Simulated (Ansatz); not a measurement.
H6InN, SMILES `[NH3+][InH3-]`, charge 0, multiplicity 1.

Task: Give a relaxed structure at PBE0-D4/def2-TZVP (Ansatz). (Best estimate.)

Result: Ansatz gave: 
Cartesian coordinates in Å:
```
N 0.665 -0.905 -0.145
In -0.741 1.008 0.161
H 0.657 -1.494 0.680
H 0.351 -1.461 -0.931
H 1.622 -0.625 -0.321
H -0.440 1.714 -1.397
H -2.213 0.123 0.409
H 0.099 1.640 1.543
```
Point group C3v.
